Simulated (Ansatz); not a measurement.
Ansatz (a first-principles code) input (MP2/6-31G*):

Ansatz 0.2 input:
```yaml
crystal:
  periodic: [false, false, false]
  atoms:
    - {symbol: F, position_ang: [-0.00000000, -0.00000000, -1.20332382]}
    - {symbol: B, position_ang: [0.00000000, 0.00000000, 0.02582666]}
    - {symbol: O, position_ang: [0.00000000, 0.00000000, 1.33759763]}
basis:
  gaussian:
    orbitals: 6-31G*
total_charge: 1
magnetization: {spin_polarized: true, initial_magnetization: 1}
correlation: {method: mp2, electrons: outside_noble_gas}
```

From the last part of the output:

```
WARN ansatz: RAYON_NUM_THREADS=1 ignored (pool sized by the plan → 1); use --threads N
Functional definition: HF
integrals: 0.01 GiB planned
393 factors; integrals over basis functions are off by at most 1.2e-3 eV
mean field: 0.09 GiB planned
mean field evaluation 1: about -5402.1396 eV, gradient 3.4e1 eV
mean field evaluation 2: about -5402.1621 eV, gradient 3.4e1 eV
mean field evaluation 4: about -5405.9228 eV, gradient 1.7e0 eV
mean field evaluation 8: about -5405.9480 eV, gradient 2.7e-1 eV
mean field evaluation 16: about -5403.8303 eV, gradient 1.6e1 eV
mean field -5405.94936844 eV, -198.6649750061 hartree, gradient 1.4e-6 eV, S^2 0.755792; 2 other end points of the search recorded, 0 dependent functions left out
3 core orbitals not correlated
reference -5405.94936844 eV, -198.6649750061 hartree; 8, 7 occupied and 34, 35 virtual orbitals, 393 factors
second order -9.84049600 eV of doubles, -0.00000000 eV of singles
Total energy: -5415.78986444 eV, -199.0266065639 hartree
```

The dipole moment of an ion depends on the origin.
